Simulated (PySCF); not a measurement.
**Cost of response and excited-state runs on SMILES CC(C)=C=C(C)C(F)(F)F, C7H9F3**

Bonds (- single, = double, # triple, : aromatic): C1-C2, C2-C3, C2=C4, C4=C5, C5-C6, C5-C7, C7-F8, C7-F9, C7-F10. C1 carries H11, H12, H13; C3 carries H14, H15, H16; C6 carries H17, H18, H19.

PySCF with density fitting, on 1 thread of an Arm Neoverse V1, shared host. Command: `OMP_NUM_THREADS=1 python excited_run.py task.json out`

**Question.** How long does each of these runs take, and how much memory?
- excited states, BHandHLYP/def2-SVP; Tamm-Dancoff; spin-orbit couplings; 8 states; 6 triplets; quadratic response for 4 states
- excited states, HF/def2-SVP; Tamm-Dancoff; spin-orbit couplings; 8 states; 6 triplets; quadratic response for 4 states
- excited states, HSE06/def2-SVP; Tamm-Dancoff; spin-orbit couplings; 8 states; 6 triplets; quadratic response for 4 states
- excited states, mPW1PW91/def2-SVP; Tamm-Dancoff; spin-orbit couplings; 8 states; 6 triplets; quadratic response for 4 states
- excited states, wB97X-D/def2-SVP; Tamm-Dancoff; spin-orbit couplings; 1 states; 6 triplets; quadratic response for 4 states

**Answer.** 
```tsv
run	level	basis functions	wall time	peak memory (GiB)
excited states	BHandHLYP/def2-SVP	185	47 s	0.87
excited states	HF/def2-SVP	185	22 s	0.74
excited states	HSE06/def2-SVP	185	69 s	0.94
excited states	mPW1PW91/def2-SVP	185	46 s	0.92
excited states	wB97X-D/def2-SVP	185	44 s	0.94
```
Times from a shared host are rough.
